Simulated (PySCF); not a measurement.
## Which element holds O most strongly?

CCSD(T) extrapolated to the basis-set limit (PySCF; AsO CCSD(T)/CBS(DT), BO CCSD(T)/CBS(TQ)+CV+SR, CO CCSD(T)/CBS(TQ)+CV+SR, GeO CCSD(T)/CBS(DT)+CV, SbO CCSD(T)/CBS(DT), SiO CCSD(T)/CBS(TQ)+CV+SR, ZnO CCSD(T)/CBS(DT); CV core-valence, SR scalar-relativistic term); no spin–orbit coupling. D0 is De less the harmonic zero-point energy.

| M | state (unpaired electrons) | Re (Å) | ωe (cm⁻¹) | D0(MO) (eV) |
| --- | --- | --- | --- | --- |
| As | doublet (π ↑) | 1.624 | 973 | 4.79 |
| Ge | singlet (closed shell) | 1.624 | 988 | 6.88 |
| Sb | doublet (π ↑) | 1.820 | 827 | 4.10 |
| Zn | triplet (σ ↑, π ↑) | 1.843 | 562 | 1.21 |
| B | doublet (σ ↑) | 1.204 | 1896 | 8.34 |
| C | singlet (closed shell) | 1.128 | 2176 | 11.12 |
| Si | singlet (closed shell) | 1.512 | 1244 | 8.23 |

Problem. Order the elements by D0 and give the energy of SbO + Zn → ZnO + Sb.

Solution. C > B > Si > Ge > As > Sb > Zn; ΔE = 4.10 − 1.21 = +2.89 eV at composite CCSD(T). Close neighbours can swap at other levels.

Correlated steps freeze the inner cores (2 to 6 orbitals); shallow outer-core shells are correlated. These are scalar-relativistic numbers at best; spin–orbit coupling would shift them, the dissociation energy most. Where the molecule has an RHF reference, its open-shell atoms are computed with UHF. The CCSD T1 diagnostic is raised in GeO, SiO, a sign that a single reference may not be enough there. States were picked by a PBE0 search and need not be the measured ground states.
